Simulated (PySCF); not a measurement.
A calculated (TPSS, PySCF 2.14, pcseg-2, no relativity, point nucleus) atom or ion has these occupied shells.

| shell | electrons | orbital energy (eV) | rms radius, mean of both spins (bohr) |
| --- | --- | --- | --- |
| 1s α | 1 | -687.89 | 0.205 |
| 1s β | 1 | -685.88 | 0.205 |
| 2s α | 1 | -49.744 | 1.06 |
| 2s β | 1 | -44.958 | 1.06 |
| 2p α | 3 | -30.154 | 1.11 |
| 2p β | 1 | -26.987 | 1.11 |

Name the element and its charge.

F⁺ (fluorine, charge +1), in [He] 2s2 2p4, high-spin 3P determinant.
